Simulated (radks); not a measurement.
Co3+, 24 electrons, occupied as [Ar] 3d6. Calculated with a radial shooting solver on a logarithmic mesh with Libxc functionals: scalar-relativistic Kohn-Sham, PBE, spin-polarised, spherical densities, finite nucleus; open shells are filled with parallel spins first; Fermi nuclear charge, rms radius 3.7875 fm. Some entries of the table are withheld. Estimate them.

orbital,occ.,eigenvalue (hartree),<r> (bohr),r(max) (bohr)
1s down,1,-280.4584,0.05619,0.03678
1s up,1,-280.4579,0.05619,0.03678
2s up,1,-34.50000,0.2557,0.2132
2s down,1,-34.41649,0.2552,0.2130
2p up,3,(1),0.2252,0.1721
2p down,3,(2),0.2247,0.1719
3s up,1,(3),0.7673,0.6669
3s down,1,(4),0.7703,0.6680
3p up,3,-3.88047,0.8034,0.6755
3p down,3,-3.70492,0.8088,0.6772
3d up,5,-1.72452,0.9295,0.6526
3d down,1,-1.55834,0.9600,0.6604

Answer. 
(1) 2p up eigenvalue (hartree): -29.74682
(2) 2p down eigenvalue (hartree): -29.68387
(3) 3s up eigenvalue (hartree): -5.24069
(4) 3s down eigenvalue (hartree): -5.06173
